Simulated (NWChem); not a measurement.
System: C$_{2}$H$_{8}$BN; SMILES CCBN

Input file for NWChem:

```
start job
memory heap 200 mb stack 900 mb global 1100 mb
geometry units angstroms noautosym nocenter noautoz
  B     -0.380715     0.705658    -0.324015
  H     -1.468539     0.699908    -0.836852
  C      0.511296    -0.601610    -0.299554
  C     -0.222110    -1.835791     0.264361
  H      1.450396    -0.444803     0.253036
  H      0.810161    -0.821921    -1.337474
  H     -1.147200    -2.033018    -0.290110
  H     -0.498981    -1.691008     1.315946
  H      0.397793    -2.739039     0.210176
  N      0.050159     1.911946     0.236770
  H     -0.500322     2.759385     0.221381
  H      0.946104     2.022648     0.694638
end
basis spherical
  * library pcsseg-1
end
dft
  xc pbe0
  iterations 150
end
property
  shielding
end
task dft property
```

The geometry was optimised at B3LYP/6-31G* (spherical d).

GIAO values for the isolated, static molecule; σ is the absolute isotropic shielding, δ = σ(reference) − σ with the isolated reference molecule computed at the same levels (11B: boron trifluoride, 13C: tetramethylsilane, 1H: tetramethylsilane, 15N: ammonia).

Atoms are numbered as in the input.

Problem. Give the results of this calculation. (PBE0/pcSseg-1, GIAO.) Quantities: δ B1 (ppm); δ H2 (ppm); δ C3 (ppm); δ H5 (ppm); δ H7 (rotor mean) (ppm); δ N10 (ppm); δ H12 (ppm).

Solution. 
```json
{
 "δ B1 (ppm)": "31.1",
 "δ H2 (ppm)": "4.91",
 "δ C3 (ppm)": "17.6",
 "δ H5 (ppm)": "0.51",
 "δ H7 (rotor mean) (ppm)": "0.97",
 "δ N10 (ppm)": "113.3",
 "δ H12 (ppm)": "3.93"
}
```
